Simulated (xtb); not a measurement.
Cl4Ti, triplet, from a rough starting geometry (GFN-xTB shapes and energies of metal compounds can be far from the true ones) (the multiplicity is a formal guess); xtb 6.7.1 with GFN2-xTB.

Here is a job for xtb.
```
$ xtb mol.xyz --gfn 2 --uhf 2 --opt vtight --json

# file mol.xyz
5

Ti     0.03712907    -0.02134065     0.05969287
Cl     1.68079175    -0.50891130    -1.16808008
Cl     0.59856006     0.48950424     2.00640808
Cl    -0.94990858     1.69538582    -0.87603058
Cl    -1.36369899    -1.60338357     0.07925029
```

Output, abridged:

```
   ID    Z sym.   atoms
    1   22 Ti     1
    2   17 Cl     2-5

           -------------------------------------------------
          |                Calculation Setup                |
           -------------------------------------------------

           -------------------------------------------------
          |                 G F N 2 - x T B                 |
           -------------------------------------------------

          ...................................................
          :                      SETUP                      :
          :.................................................:
          :  # basis functions                  50          :
          :  # atomic orbitals                  45          :
          :  # shells                           15          :
          :  # electrons                        32          :
          :  max. iterations                   250          :
          :  Hamiltonian                  GFN2-xTB          :
          :  restarted?                      false          :
          :  GBSA solvation                  false          :
          :  PC potential                    false          :
          :  electronic temp.          300.0000000     K    :
          :  accuracy                    1.0000000          :
          :  -> integral cutoff          0.2500000E+02      :
          :  -> integral neglect         0.1000000E-07      :
          :  -> SCF convergence          0.1000000E-05 Eh   :
          :  -> wf. convergence          0.1000000E-03 e    :
          :  Broyden damping             0.4000000          :
          :  net charge                          0          :
          :  unpaired electrons                  2          :
          ...................................................

 iter      E             dE          RMSdq      gap      omega  full diag
   1    -19.9098347 -0.199098E+02  0.546E+00    0.01       0.0  T
   2    -19.9558659 -0.460312E-01  0.359E+00    0.01       1.0  T
   3    -19.9375965  0.182693E-01  0.363E+00    0.01       1.0  T
   4    -19.9586797 -0.210832E-01  0.247E+00    0.01       1.0  T
   5    -19.9498186  0.886116E-02  0.287E+00    0.01       1.0  T
   6    -19.9655975 -0.157789E-01  0.163E+00    0.01       1.0  T
   7    -19.9697389 -0.414142E-02  0.117E+00    0.01       1.0  T
   8    -19.9698614 -0.122467E-03  0.926E-01    0.01       1.0  T
   9    -19.9720586 -0.219726E-02  0.245E-01    0.01       1.0  T
  10    -19.9720709 -0.123178E-04  0.200E-01    0.01       1.0  T
  11    -19.9720878 -0.168016E-04  0.126E-01    0.01       1.0  T
  12    -19.9720967 -0.891383E-05  0.904E-02    0.01       1.0  T
  13    -19.9721040 -0.734339E-05  0.469E-02    0.01       1.0  T
  14    -19.9721072 -0.314989E-05  0.198E-02    0.01       2.3  T
  15    -19.9721078 -0.614065E-06  0.747E-03    0.01       6.0  T
  16    -19.9721077  0.685963E-07  0.986E-03    0.01       4.5  T
  17    -19.9721079 -0.194758E-06  0.329E-03    0.01      13.6  T
  18    -19.9721079 -0.242438E-07  0.192E-03    0.01      23.3  T
  19    -19.9721079 -0.400615E-08  0.708E-04    0.01      63.1  T
  20    -19.9721079 -0.110683E-08  0.283E-04    0.01     157.9  T

   *** convergence criteria satisfied after 20 iterations ***

 transition dipole moment (au) for excitation:          16          17
     X       Y       Z
  -0.0442  -0.4079  -0.0094  total (au/Debye):    0.410   1.043
 dE (eV)             :    3.693
 oscillator strength :  0.21552E-01

         :::::::::::::::::::::::::::::::::::::::::::::::::::::
         ::                     SUMMARY                     ::
         :::::::::::::::::::::::::::::::::::::::::::::::::::::
         :: total energy             -19.932549990526 Eh    ::
         :: gradient norm              0.038734547195 Eh/a0 ::
         :: HOMO-LUMO gap              0.009313449789 eV    ::
         ::.................................................::
         :: SCC energy               -19.972103761814 Eh    ::
         :: -> isotropic ES            0.028660545444 Eh    ::
         :: -> anisotropic ES         -0.000336285598 Eh    ::
         :: -> anisotropic XC         -0.000357315842 Eh    ::
         :: -> dispersion             -0.005800053882 Eh    ::
         :: repulsion energy           0.039553771288 Eh    ::
         :: add. restraining           0.000000000000 Eh    ::
         :: total charge              -0.000000000000 e     ::
         :::::::::::::::::::::::::::::::::::::::::::::::::::::

      -----------------------------------------------------------
     |                   =====================                   |
     |                        A N C O P T                        |
     |                   =====================                   |
     |               Approximate Normal Coordinate               |
     |                Rational Function Optimizer                |
      -----------------------------------------------------------
      -----------------------------------------------------------
     |                   =====================                   |
     |                        A N C O P T                        |
     |                   =====================                   |
     |               Approximate Normal Coordinate               |
     |                Rational Function Optimizer                |
      -----------------------------------------------------------

          ...................................................
          :                      SETUP                      :
          :.................................................:
          :   optimization level         verytight          :
          :   max. optcycles                   200          :
          :   ANC micro-cycles                  20          :
          :   degrees of freedom                 9          :
          :.................................................:
          :   RF solver                   davidson          :
[...]
 * total energy  :   -19.9325500 Eh     change       -0.1692229E-09 Eh
 * total energy  :   -19.9374225 Eh     change       -0.4872551E-02 Eh
 * total energy  :   -19.9375625 Eh     change       -0.1399954E-03 Eh
 * total energy  :   -19.9375816 Eh     change       -0.1901282E-04 Eh
 * total energy  :   -19.9375873 Eh     change       -0.5702618E-05 Eh
 * total energy  :   -19.9375885 Eh     change       -0.1277635E-05 Eh
 * total energy  :   -19.9375886 Eh     change       -0.1128980E-06 Eh
 * total energy  :   -19.9375887 Eh     change       -0.4590061E-07 Eh
   *** GEOMETRY OPTIMIZATION CONVERGED AFTER 8 ITERATIONS ***
[...]
   3    -19.9614645 -0.627679E-09  0.814E-05    0.00     549.4  T

   *** convergence criteria satisfied after 3 iterations ***

 transition dipole moment (au) for excitation:          16          17
     X       Y       Z
   0.1771  -0.0134   0.0560  total (au/Debye):    0.186   0.473
 dE (eV)             :    3.466
 oscillator strength :  0.41638E-02

         :::::::::::::::::::::::::::::::::::::::::::::::::::::
         ::                     SUMMARY                     ::
         :::::::::::::::::::::::::::::::::::::::::::::::::::::
         :: total energy             -19.937588689411 Eh    ::
         :: gradient norm              0.000018030627 Eh/a0 ::
         :: HOMO-LUMO gap              0.004859616218 eV    ::
         ::.................................................::
         :: SCC energy               -19.961459178567 Eh    ::
         :: -> isotropic ES            0.030432109607 Eh    ::
         :: -> anisotropic ES         -0.000317489166 Eh    ::
         :: -> anisotropic XC         -0.000269402016 Eh    ::
         :: -> dispersion             -0.005655041558 Eh    ::
         :: repulsion energy           0.023870489156 Eh    ::
         :: add. restraining           0.000000000000 Eh    ::
         :: total charge              -0.000000000005 e     ::
         :::::::::::::::::::::::::::::::::::::::::::::::::::::

           -------------------------------------------------
          |                Property Printout                |
           -------------------------------------------------

    * Orbital Energies and Occupations

         #    Occupation            Energy/Eh            Energy/eV
      -------------------------------------------------------------
         1        2.0000           -1.1165682             -30.3834
       ...           ...                  ...                  ...
         5        2.0000           -0.5688062             -15.4780
         6        2.0000           -0.4834581             -13.1556
         7        2.0000           -0.4834085             -13.1542
         8        2.0000           -0.4833106             -13.1516
         9        1.9996           -0.4687458             -12.7552
        10        1.9995           -0.4685530             -12.7500
        11        1.9981           -0.4672565             -12.7147
        12        1.9980           -0.4672279             -12.7139
        13        1.9980           -0.4672139             -12.7135
        14        1.6761           -0.4620108             -12.5720
        15        1.6672           -0.4619727             -12.5709
        16        1.6635           -0.4619567             -12.5705
        17        0.5235           -0.3345990              -9.1049 (HOMO)
        18        0.4765           -0.3344204              -9.1000 (LUMO)
        19                         -0.3091597              -8.4127
        20                         -0.3084803              -8.3942
        21                         -0.3081519              -8.3852
        22                         -0.0306292              -0.8335
        23                         -0.0071644              -0.1950
        24                         -0.0071605              -0.1948
        25                         -0.0071590              -0.1948
        26                         -0.0066586              -0.1812
        27                         -0.0066552              -0.1811
        28                         -0.0066521              -0.1810
       ...                                ...                  ...
        45                          0.7492381              20.3878
      -------------------------------------------------------------
                  HL-Gap            0.0001786 Eh            0.0049 eV
             Fermi-level           -0.3979107 Eh          -10.8277 eV

     #   Z          covCN         q      C6AA      α(0)
     1  22 Ti       3.035     0.602   108.041    25.382
     2  17 Cl       0.759    -0.150   103.659    15.574
     3  17 Cl       0.759    -0.150   103.658    15.574
     4  17 Cl       0.759    -0.150   103.663    15.574
     5  17 Cl       0.759    -0.150   103.660    15.574

 Mol. C6AA /au·bohr⁶  :       2520.117388
 Mol. C8AA /au·bohr⁸  :     135025.275472
 Mol. α(0) /au        :         87.678279

Wiberg/Mayer (AO) data.
largest (>0.10) Wiberg bond orders for each atom

 ---------------------------------------------------------------------------
     #   Z sym  total        # sym  WBO       # sym  WBO       # sym  WBO
 ---------------------------------------------------------------------------
     1  22 Ti   3.782 --     5 Cl   0.946     4 Cl   0.946     2 Cl   0.946
                             3 Cl   0.946
     2  17 Cl   1.116 --     1 Ti   0.946
     3  17 Cl   1.116 --     1 Ti   0.946
     4  17 Cl   1.116 --     1 Ti   0.946
     5  17 Cl   1.116 --     1 Ti   0.946
 ---------------------------------------------------------------------------

Topologies differ in total number of bonds
Writing topology from bond orders to xtbtopo.mol

molecular dipole:
                 x           y           z       tot (Debye)
 q only:       -0.000       0.000      -0.000
   full:       -0.001       0.000      -0.001       0.002
molecular quadrupole (traceless):
                xx          xy          yy          xz          yz          zz
 q only:        0.045      -0.012      -0.007       0.035       0.037      -0.038
  q+dip:        0.056      -0.016      -0.007       0.044       0.045      -0.049
   full:        0.058      -0.016      -0.007       0.046       0.047      -0.050

optimized geometry written to: xtbopt.xyz

           -------------------------------------------------
          | TOTAL ENERGY              -19.937588689411 Eh   |
          | GRADIENT NORM               0.000018030627 Eh/α |
          | HOMO-LUMO GAP               0.004859616218 eV   |
           -------------------------------------------------

normal termination of xtb
```
